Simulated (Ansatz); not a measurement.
Species: FeF₃, charge 0, multiplicity 6. The spin state was set by rule; other spins were not relaxed. SMILES: [F][Fe]([F])[F]
Coordinates optimised at B3LYP-D3(BJ)/def2-TZVP (Ansatz, a program for electronic structure):
```xyz
4

Fe     0.0000     0.0000     0.0000
F     -1.4908    -0.9357    -0.0104
F      0.0123     1.6429    -0.6314
F      1.4785    -0.7072     0.6418
```
Charge 0, spin multiplicity 6.

Parts of the frozen-core correlation energy in STO-3G (Ansatz, hartree). Frozen orbitals: 12; correlated occupied orbitals by spin: 17 and 12; virtual: 4 and 9. Open shells are spin-unrestricted. Spin-orbit coupling is left out. Non-relativistic.

```tsv
term	value
reference (HF)	-1543.15284
MP2 opposite-spin	?
MP2 same-spin	?
CCSD correlation	-0.10564
(T)	?
T1 diagnostic	0.024
largest doubles amplitude	0.044
<S^2> of the reference	8.764
```

Problem. Some entries are withheld; supply them.

Solution. 
- MP2 opposite-spin, value: -0.07180
- MP2 same-spin, value: -0.02548
- (T), value: -0.02130
